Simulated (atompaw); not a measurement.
**zirconium PAW (atompaw): all-electron and pseudo phase curves**

* Element: zirconium
* Generator: atompaw 4.2.0.5
* Type: PAW
* Functional: LDA (PW92)
* Relativity: non-relativistic
* Frozen core: [Ar] 3d10
* Valence charge: 12
* Reference configuration: 4s2 4p6 4d2 5s0 5p0 (charge +2)
* Partial waves: 4s (bound): rc 1.80 bohr; 5s (bound, empty): rc 1.80 bohr; 4p (bound): rc 2.25 bohr; 5p (bound, empty): rc 2.35 bohr; 4d (bound): rc 2.35 bohr; 4d channel at 1.95 Ry: rc 2.35 bohr; 4f channel at 0.15 Ry: rc 2.35 bohr
* Local potential: troulliermartins scheme with l = 4 at 1 Ry, radius 2.20 bohr
* Core correction: smooth core density matched at 2.25 bohr
* Augmentation charge: sinc compensation charge, radius 1.75 bohr; PAW radius 2.35 bohr; waves and projectors: custom polynom2 7 10 vanderbiltortho

The phase is arctan(r·u′/u) with u = r·R(r), unwrapped; energies in Ry, scanned from -7 to 5 Ry. A pole is an energy at which the radial function vanishes at the test radius. The pseudo phase is shifted by a multiple of π to meet the all-electron one at the reference energy, and phase errors are pseudo minus all-electron; the curves can meet again beyond the range given. Levels narrower than the energy grid can be missing from the lists of poles.

For each channel, where are the poles, and over which energies does the pseudopotential scatter like the atom?

```json
{"channel": "s", "radius (bohr)": "2.35", "reference energy (Ry)": "-1.16", "poles, all-electron": "-4.70, 3.99", "poles, pseudo": "-4.70, 3.90", "unbroken range about the reference energy with phases within 0.05 rad": "the whole range", "phase error 1 Ry above the reference energy (rad)": "-0.001"}
{"channel": "p", "radius (bohr)": "2.35", "reference energy (Ry)": "-0.86", "poles, all-electron": "-3.07", "poles, pseudo": "-3.07, 4.51", "unbroken range about the reference energy with phases within 0.05 rad": "below 0.9", "phase error 1 Ry above the reference energy (rad)": "-0.005"}
{"channel": "d", "radius (bohr)": "2.35", "reference energy (Ry)": "-1.31", "poles, all-electron": "-0.28", "poles, pseudo": "-0.28", "unbroken range about the reference energy with phases within 0.05 rad": "the whole range", "phase error 1 Ry above the reference energy (rad)": "+0.000"}
{"channel": "f", "radius (bohr)": "2.35", "reference energy (Ry)": "0.15", "poles, all-electron": "2.64", "poles, pseudo": "0.91", "unbroken range about the reference energy with phases within 0.05 rad": "below 0.8", "phase error 1 Ry above the reference energy (rad)": "-2.894"}
```

Phases in the d channel:

```json
{"E (Ry)": "-7.00", "all-electron": "1.390", "pseudo": "1.390"}
{"E (Ry)": "-6.52", "all-electron": "1.381", "pseudo": "1.381"}
{"E (Ry)": "-6.04", "all-electron": "1.371", "pseudo": "1.371"}
{"E (Ry)": "-5.56", "all-electron": "1.359", "pseudo": "1.359"}
{"E (Ry)": "-5.08", "all-electron": "1.345", "pseudo": "1.345"}
{"E (Ry)": "-4.60", "all-electron": "1.327", "pseudo": "1.327"}
{"E (Ry)": "-4.12", "all-electron": "1.303", "pseudo": "1.304"}
{"E (Ry)": "-3.64", "all-electron": "1.271", "pseudo": "1.271"}
{"E (Ry)": "-3.16", "all-electron": "1.222", "pseudo": "1.223"}
{"E (Ry)": "-2.68", "all-electron": "1.140", "pseudo": "1.141"}
{"E (Ry)": "-2.20", "all-electron": "0.962", "pseudo": "0.963"}
{"E (Ry)": "-1.72", "all-electron": "0.360", "pseudo": "0.361"}
{"E (Ry)": "-1.24", "all-electron": "-0.970", "pseudo": "-0.970"}
{"E (Ry)": "-0.76", "all-electron": "-1.415", "pseudo": "-1.415"}
{"E (Ry)": "-0.28", "all-electron": "-1.571", "pseudo": "-1.571"}
{"E (Ry)": "0.20", "all-electron": "-1.661", "pseudo": "-1.661"}
{"E (Ry)": "0.68", "all-electron": "-1.733", "pseudo": "-1.733"}
{"E (Ry)": "1.16", "all-electron": "-1.807", "pseudo": "-1.807"}
{"E (Ry)": "1.64", "all-electron": "-1.903", "pseudo": "-1.903"}
{"E (Ry)": "2.12", "all-electron": "-2.057", "pseudo": "-2.057"}
{"E (Ry)": "2.60", "all-electron": "-2.373", "pseudo": "-2.371"}
{"E (Ry)": "3.08", "all-electron": "-3.105", "pseudo": "-3.095"}
{"E (Ry)": "3.56", "all-electron": "-3.909", "pseudo": "-3.896"}
{"E (Ry)": "4.04", "all-electron": "-4.268", "pseudo": "-4.258"}
{"E (Ry)": "4.52", "all-electron": "-4.431", "pseudo": "-4.422"}
{"E (Ry)": "5.00", "all-electron": "-4.521", "pseudo": "-4.513"}
```
